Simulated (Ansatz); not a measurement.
Cost and result up the ladder for Pb2O4 (6 atoms). The state is a singlet with charge 0. Geometry: PBE-D4/def2-SVP.

```xyz
6

Pb    0.2832   -0.9443    1.3252
Pb   -0.2832    0.9443   -1.3252
O     1.6444    0.3306   -0.1154
O    -0.7962   -1.2814   -0.7424
O    -1.6444   -0.3306    0.1153
O     0.7962    1.2814    0.7425
```

Ansatz on 4 threads of Arm Neoverse V2 on a shared host. Times are rough, and most runs start from the orbitals of an earlier one. No level here is sound enough to serve as a yardstick. Binding counts from free atoms at the same level (Pb triplet, O triplet; other spins of the atoms weren't run), without zero-point energy or a counterpoise term.

In the def2 sets Pb takes a core potential; there is no spin–orbit coupling. LC-ωPBE has ω = 0.4 bohr⁻¹. Correlated methods freeze 12 core orbitals; core or outer-core shells of Pb are correlated, in sets that lack core-valence functions. The rows differ in basis, and correlated rows in double-zeta sets carry the largest basis error. The structure holds 2 bonds between oxygen atoms, so isomers without such links may lie far lower. Another isomer (triplet) lies 0.98 eV lower at PBE0-D4/def2-TZVP; other spin states weren't run for this one.

Correlated methods converge slowly with the basis, most of all in double-zeta sets.

| level | functions | binding energy per atom (eV) | remarks |
| --- | --- | --- | --- |
| PBE0-D4/def2-TZVP | 224 | 2.82 | restricted SCF unstable in HF |
| revPBE-D4/def2-TZVP | 224 | 3.09 | restricted SCF unstable in HF |
| LC-ωPBE/def2-TZVP | 224 | 2.78 | restricted SCF unstable in HF |
| r2SCAN-D4/def2-TZVP | 224 | 2.99 | restricted SCF unstable in HF |
| CCSD(T)/def2-SVP | 108 | 2.46 | large T1 (0.026), restricted SCF unstable |
| PBE-D4/def2-TZVP (with forces) | 224 | 3.29 | restricted SCF unstable in HF |

(1) Estimate how long each takes.

Results:

(1) revPBE-D4/def2-TZVP 2.6 s; PBE-D4/def2-TZVP (with forces) 3.1 s; LC-ωPBE/def2-TZVP 3.7 s; PBE0-D4/def2-TZVP 5 s; r2SCAN-D4/def2-TZVP 6 s; CCSD(T)/def2-SVP 16 s. On shared hardware such times vary by a factor of up to 3.
